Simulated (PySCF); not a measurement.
Vertical excitations of a molecule C5F7, multiplicity 2 from TDA-PBE0/def2-SVP (PySCF), as energy in eV (oscillator strength): 4.16 (0.000), 4.45 (0.041), 5.03 (0.000), 5.40 (0.000), 6.02 (0.002), 6.43 (0.001), 7.34 (0.000), 7.39 (0.000), 7.45 (0.001), 7.48 (0.000). The structure is a stationary point at PBE0-D3(BJ)/def2-SVP. Other conformers were not sampled.

Q: Which molecule gave these data?
A) F[C]1C(F)=C(F)C(F)(F)C1(F)F
B) FC1=[C]C(F)(F)C(F)(F)C1(F)F
C) F[C]1C(F)(F)C(F)=C(F)C1(F)F

A: C, F[C]1C(F)(F)C(F)=C(F)C1(F)F
